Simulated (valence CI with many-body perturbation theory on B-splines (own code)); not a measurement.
## Sensitivity of CI+MBPT for Br III

Level of theory: configuration interaction combined with many-body perturbation theory (CI+MBPT): five valence electrons over a frozen Dirac-Fock core [Ar] 3d10, radial functions for each j: 6 s, 6 p, 5 d, 3 f, 1 g, with the one-electron correlation potential Σ1, the two-electron term Σ2, the three-electron term Σ3, Breit, model QED; selected CI, second order for the rest (own B-spline code, finite nucleus).

Set against measurement, 7 paired levels are off by 557 cm⁻¹ on average, the worst by 1373. These come from a selection out of Moore, Atomic Energy Levels, vol. II, NSRDS-NBS 35 (1971 reprint of NBS Circular 467, 1952), an old analysis. Levels without a partner in it may be off by more. Among the levels kept, up to 2800 cm⁻¹ of a level comes from second order outside the variational space, and about a tenth of that is noise between levels of different J, which matters for small intervals. 1 measured level below the end of the list, from 147558 cm⁻¹ on, found no clear computed partner.

The reference run has the lowest level 4s²4p³ ⁴S°_3/2 and an ionisation energy of 34.8161 eV. Its largest variational space holds 9999 state functions.

Names give the largest LS component (configuration and term), which can be under half, so a name can repeat, a term be missing and a line seem to break the LS rules; names also repeat where a configuration has a term twice.

Changed runs:
A. scale of Σ1 1 → 0; Breit term on → off; QED terms on → off
B. QED terms on → off; highest l with Σ1, explicit Σ2 and valence Breit (higher l get mean screening factors) 3 → 1
C. Davidson tolerance 2e-05 → 0.001
D. scale of Σ1 1 → 2 (bad on purpose)

Excitation energies of the reference run in cm⁻¹, and shifts in cm⁻¹:

```
                 Level  Reference        A        B     C        D
        4s²4p³ ²D°_3/2      15451     -147     +155  +0.1     +134
        4s²4p³ ²D°_5/2      16506     -188     +171  -0.4     +208
        4s²4p³ ²P°_1/2      27450     -304     -113  +0.5     +328
        4s²4p³ ²P°_3/2      28904     -369      -92  +0.4     +441
          4s4p⁴ ⁴P_5/2     101240    -1712     -182     0    +1869
          4s4p⁴ ⁴P_3/2     103817    -1801     -204     0    +2003
          4s4p⁴ ⁴P_1/2     105042    -1831     -221     0    +2046
          4s4p⁴ ²D_3/2     123941    -2099     -627  -0.1    +2284
          4s4p⁴ ²D_5/2     124585    -2107     -543  +0.2    +2317
       4s²4p²4d ²P_3/2     134982    -2558    -3583  -0.1    +2743
       4s²4p²4d ²P_1/2     137320    -2608    -3610  -0.1    +2817
       4s²4p²4d ⁴F_3/2     139673    -2759    -5758  -0.2    +2904
Ionisation energy (eV)    34.8161  -0.4794  -0.0497     0  +0.4962
```
